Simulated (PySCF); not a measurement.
Mo(NH)2(Cl)(NH2) (ClH4MoN3), SMILES [NH]=[Mo](=[NH])([NH2])[Cl], multiplicity 1. Geometry: PBE-D3(BJ)/def2-SVP. The multiplicity is an assumed one; no other spin state was optimised. The structure was generated by enumeration; whether it is a known compound was not checked. The def2 effective core potentials stand for the cores of Mo; spin–orbit coupling is left out. One conformer was computed; it need not be the lowest.

The numbers are results of PBE-D3(BJ)/def2-SVP (PySCF), not measurements.

Harmonic wavenumbers (cm⁻¹): 148, 173, 216, 230, 269, 319, 384, 404, 474, 573, 592, 689, 698, 713, 962, 982, 1455, 3471, 3506, 3509, 3575. Rotational constants (GHz): 3.498, 1.897, 1.842; symmetry number 1.

Work out the zero-point energy and the ideal-gas rigid-rotor harmonic-oscillator thermochemistry at 298.15 K and 1 atm.

ZPE = ½ Σ hcν = ½ × 23339 cm⁻¹ = 139.60 kJ/mol. H − E(el) = 162.12 kJ/mol. Entropy in J/(mol K): translation 173.33, rotation 115.75, vibration 69.88, total 358.97. G − E(el) = 55.10 kJ/mol. Cp = 119.32 J/(mol K). Modes under 150 cm⁻¹ make the vibrational entropy uncertain.
